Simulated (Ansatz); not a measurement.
Start from `C=CBCI` and change one atom or group to get `BCI`.

Ansatz, PBE0-D4/def2-TZVP geometries, multiplicity 1. Each molecule was computed in one conformer, which needn't be the lowest. `C=CBCI` holds a close contact that its SMILES doesn't draw: I···B 2.67 Å. `BCI` holds a close contact that its SMILES doesn't draw: I···B 2.50 Å.

Elements past krypton have def2 core potentials.  Spin–orbit coupling is left out; it splits and shifts lone-pair levels of the heavy atoms by tenths of an eV.

```
                             property  `C=CBCI`
 HOMO–LUMO gap (PBE0/def2-TZVPP) / eV      5.65
HOMO–LUMO gap (B3LYP/def2-TZVPP) / eV      5.21
  HOMO–LUMO gap (PBE/def2-TZVPP) / eV      3.70
  LUMO energy (B3LYP/def2-TZVPP) / eV     -1.94
    LUMO energy (PBE/def2-TZVPP) / eV     -2.63
   LUMO energy (PBE0/def2-TZVPP) / eV     -1.74
```

**Question.** What does the change do to each property? (An estimate is asked.)

**Answer.** Computed: 
```csv
property,`BCI`,shift
HOMO–LUMO gap (PBE0/def2-TZVPP) / eV,6.30,0.65
HOMO–LUMO gap (B3LYP/def2-TZVPP) / eV,5.80,0.59
HOMO–LUMO gap (PBE/def2-TZVPP) / eV,4.24,0.54
LUMO energy (B3LYP/def2-TZVPP) / eV,-1.73,0.21
LUMO energy (PBE/def2-TZVPP) / eV,-2.42,0.21
LUMO energy (PBE0/def2-TZVPP) / eV,-1.49,0.25
```

With PBE0 the HOMO falls by 0.41 eV and the LUMO rises by 0.25 eV, so the gap widens by about 0.66 eV. PBE moves the HOMO by -0.32 eV and ωB97M-V by -0.49 eV. The zero-point energy changes by -90.9 kJ/mol with -12 modes.

Positive LUMOs are unbound, so they and the gaps depend on the basis.

B3LYP here is the variant with VWN-RPA as its local correlation; programs differ in this.
